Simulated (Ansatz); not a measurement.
Z-matrix (Å, degrees):
```
C
Si 1 1.853
H 1 1.093 2 110.0
H 1 1.092 2 110.5 3 -119.9
H 1 1.092 2 110.7 3 120.1
Cl 2 2.067 1 109.6 3 -177.7
C 2 1.877 1 112.0 3 -60.1
H 2 1.481 1 112.4 3 62.9
Cl 7 1.788 2 107.9 1 62.4
H 7 1.090 2 112.1 1 -179.0
H 7 1.090 2 112.3 1 -56.3
```

Total charge 0; spin multiplicity 1.

(1) List the B3LYP/def2-TZVPP orbital energies in eV (Ansatz 0.2.0). (Estimate.)

Results:

(1) Computed: Occupied: -2762.63, -2762.36, -1799.91, -278.27, -276.74, -257.34, -257.12, -196.43, -196.19, -196.19, -196.13, -196.01, -196.01, -144.36, -99.74, -99.65, -99.63, -23.51, -22.54, -19.55, -18.48, -14.16, -12.73, -12.09, -11.66, -11.56, -10.55, -10.21, -9.92, -9.05, -8.62, -8.45, -7.94. Lowest empty: -0.09, 0.65, 0.81, 1.30, 1.56, 1.99, 2.26, 2.65.

B3LYP here is the variant with VWN-RPA as its local correlation; programs differ in this.
